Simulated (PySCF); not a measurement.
C₇H₆N₃ (charge -1).
Atom-mapped SMILES: `[cH:1]1[cH:2][cH:3][n:4](-[c:5]2[cH:6][cH:7][n:8][n-:9]2)[cH:10]1` (hydrogens: H11 on C1; H12 on C2; H13 on C3; H14 on C6; H15 on C7; H16 on C10)

Computed geometry: GFN2-xTB, gas phase.

Give the optimised bond lengths and angles.

```
           bond  length (Å)
          C1–C2       1.405
  C3–N4, N4–C10       1.355
          N4–C5       1.399
          C5–C6       1.399
          C6–C7       1.390
          C7–N8       1.336
          N8–N9       1.332
  C1–C10, C2–C3       1.374
          C5–N9       1.340
 C1–H11, C2–H12       1.076
C3–H13, C10–H16       1.073
         C6–H14       1.078
         C7–H15       1.081
```

Bonds in one row agree within 0.01 Å and their mean is given. A selection of angles:
```
     angle  degrees
 C2–C1–C10    106.8
 C2–C1–H11    127.0
C10–C1–H11    126.2
  C2–C3–N4    108.8
 C2–C3–H13    131.4
 N4–C3–H13    119.8
  C3–N4–C5    124.9
 C3–N4–C10    108.7
  N4–C5–C6    128.3
  N4–C5–N9    121.2
  C6–C5–N9    110.5
  C5–C6–C7    102.2
 C5–C6–H14    129.0
 C7–C6–H14    128.8
  C6–C7–N8    110.7
 C6–C7–H15    128.5
 N8–C7–H15    120.7
  C7–N8–N9    108.5
  C5–N9–N8    108.0
N4–C10–H16    121.6
C1–C10–H16    129.6
```

Torsions: C3–N4–C5–C6 180° (antiperiplanar).

The 5 C–N bonds span 1.336 Å (C7–N8, aromatic) to 1.399 Å (N4–C5, drawn single), a spread of 0.063 Å. The 5-membered ring C1–C2–C3–N4–C10 has internal angles of 106.8° to 108.8°; it is planar, 0.00 Å rms from its mean plane, widest ring torsion 0°. C1 (aromatic CH carbon) is planar (angles 127.0°, 126.2° and 106.8°, sum 360.0°, 0.00 Å off the plane of its three neighbours). The C–C distances run from 1.374 Å (C2–C3, aromatic) to 1.405 Å (C1–C2, aromatic), a spread of 0.031 Å. C5 (aromatic carbon bearing nitrogen) is planar (angles 128.3°, 121.2° and 110.5°, sum 360.0°, 0.00 Å off the plane of its three neighbours). The 5-membered ring C5–C6–C7–N8–N9 has internal angles of 102.2° to 110.7°; it is planar, 0.00 Å rms from its mean plane, widest ring torsion 0°. Of the pairs four or more bonds apart, N9···H13 is among the closest relative to their van der Waals radii: 2.58 Å, 94 % of the sum of Bondi's values.

Point group: Cs (every atom within 0.08 Å of its image). Whether it is a minimum is left open (no frequencies).

One conformer stands for the species.
